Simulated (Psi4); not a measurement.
Psi4 input (wB97X-D/6-31G*):

```
memory 1500 MB

molecule {
0 1
C     2.37670200   -0.18829300    0.16092700
C     1.05012300   -0.33861500    0.17864000
C     0.11737300    0.67394500   -0.27970900
C    -1.21880800    0.58815600   -0.28949500
C    -2.06072500   -0.56036000    0.16512400
H     3.04138900   -0.96627300    0.51130400
H     2.83644400    0.72204200   -0.20654400
H     0.63861600   -1.26826400    0.55589900
H     0.56936000    1.58966100   -0.64971200
H    -1.76985100    1.44349400   -0.66853700
H    -2.74261500   -0.24588200    0.96087000
H    -2.68713200   -0.92581300   -0.65410800
H    -1.47420400   -1.39796000    0.53791700
symmetry c1
no_reorient
no_com
}

set {
  basis 6-31G*
  reference rks
  scf_type pk
  dft_radial_points 99
  dft_spherical_points 590
  e_convergence 1e-8
  d_convergence 1e-7
  maxiter 150
}

e = energy('wb97x-d')
print_out(f'\nFINAL {e:.10f} DIPOLE {variable("CURRENT DIPOLE")[0]:.6f} {variable("CURRENT DIPOLE")[1]:.6f} {variable("CURRENT DIPOLE")[2]:.6f}\n')
```

From the output:

```
      19A     -0.292490

    Virtual:

      20A      0.055608    21A      0.172148    22A      0.187604
      23A      0.195541    24A      0.220315    25A      0.250452
      26A      0.259773    27A      0.262992    28A      0.284030
      29A      0.318544    30A      0.339190    31A      0.418816
      32A      0.466299    33A      0.525591    34A      0.564341
      35A      0.605092    36A      0.609744    37A      0.668185
      38A      0.676456    39A      0.705913    40A      0.717591
      41A      0.721391    42A      0.771698    43A      0.772627
      44A      0.784633    45A      0.811741    46A      0.874796
      47A      0.953280    48A      0.965019    49A      0.975817
      50A      0.988285    51A      1.000120    52A      1.031161
      53A      1.052234    54A      1.066203    55A      1.097128
      56A      1.173209    57A      1.211585    58A      1.246277
      59A      1.372075    60A      1.413857    61A      1.436404
      62A      1.508603    63A      1.587284    64A      1.621349
      65A      1.633907    66A      1.806148    67A      1.849708
      68A      1.927280    69A      1.958538    70A      2.055282
      71A      2.089150    72A      2.119464    73A      2.146379
      74A      2.185255    75A      2.274299    76A      2.346809
      77A      2.396385    78A      2.419469    79A      2.510809
      80A      2.569697    81A      2.599206    82A      2.626442
      83A      2.757780    84A      2.865209    85A      3.070825
      86A      3.178173    87A      4.195706    88A      4.242547
      89A      4.312865    90A      4.424010    91A      4.617771

    Final Occupation by Irrep:
              A
    DOCC [    19 ]
    NA   [    19 ]
    NB   [    19 ]

  @RKS Final Energy:  -195.23751639477584

   => Energetics <=

    Nuclear Repulsion Energy =            156.0512532075970000
    One-Electron Energy =                -569.9616149237803029
    Two-Electron Energy =                 239.1139476117805316
    DFT Exchange-Correlation Energy =     -20.4363240091872704
    Empirical Dispersion Energy =          -0.0047782811858286
    VV10 Nonlocal Energy =                  0.0000000000000000
    Total Energy =                       -195.2375163947758381

Computation Completed

Properties will be evaluated at   0.000000,   0.000000,   0.000000 [a0]

Properties computed using the SCF density matrix

 Multipole Moments:

 ------------------------------------------------------------------------------------
     Multipole            Electronic (a.u.)      Nuclear  (a.u.)        Total (a.u.)
 ------------------------------------------------------------------------------------

 L = 1.  Multiply by 2.5417464519 to convert [e a0] to [Debye]
 Dipole X            :         -0.1971174           -0.0000057           -0.1971231
 Dipole Y            :         -0.0456227            0.0000057           -0.0456170
 Dipole Z            :          0.0124122            0.0000208            0.0124330
 Magnitude           :                                                    0.2027141

 ------------------------------------------------------------------------------------

FINAL -195.2375163948 DIPOLE -0.197123 -0.045617 0.012433

*** Psi4 exiting successfully. Buy a developer a beer!
```

The geometry given is a B3LYP-D3(BJ)/def2-TZVP minimum.
